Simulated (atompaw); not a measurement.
# zirconium: PAW (atompaw) pseudisation with PBE, scalar-relativistic reference atom.

- Element: Zr
- Generator: atompaw 4.2.0.5
- Type: PAW
- Functional: PBE
- Relativity: scalar-relativistic
- Frozen core: [Ar] 3d10
- Valence charge: 12
- Reference configuration: 4s2 4p6 4d2 5s1.75 5p0.25
- Partial waves: 4s (bound): rc 2.10 bohr; 5s (bound): rc 2.90 bohr; 4p (bound): rc 2.25 bohr; 5p (bound): rc 2.90 bohr; 4d (bound): rc 2.90 bohr; 4d channel at 0.7 Ry: rc 2.90 bohr
- Local potential: bessel scheme, radius 2.10 bohr
- Core correction: smooth core density matched at 2.75 bohr
- Augmentation charge: besselshape compensation charge, radius 2.44 bohr; PAW radius 2.90 bohr; waves and projectors: custom rrkj gramschmidtortho

All-electron outer shells of the reference configuration (PBE, scalar-relativistic, ld1.x):

```
shell  level (eV)  outermost node (bohr)  outermost maximum (bohr)
   3p     -317.98                   0.18                      0.40
   3d     -175.03                      –                      0.35
   4s      -54.83                   0.55                      1.08
   4p      -32.78                   0.56                      1.17
   5s       -4.63                   1.47                      3.15
   4d       -3.87                   0.58                      1.59
   5p       -1.63                   1.70                      4.10
```

Q: Does the generator finish with these settings?

A: Yes, a potential is produced.

Q: Estimate the cutoffs (Ry, on a coarse ladder) from which the occupation-weighted sum of valence levels, in a spherical-Bessel basis at the reference potential, stays within 10 and 1 mRy of its value at 400 Ry.

A: 15 Ry and 30 Ry.

Q: Does the potential have ghost states?

A: No extra level below or beside the all-electron valence levels (s, p, d, f tested).

Q: Is the overlap operator S = 1 + Σ q|β⟩⟨β| positive definite (Bessel basis up to 400 Ry)?

A: Yes: its lowest eigenvalue is 0.24 (d channel).
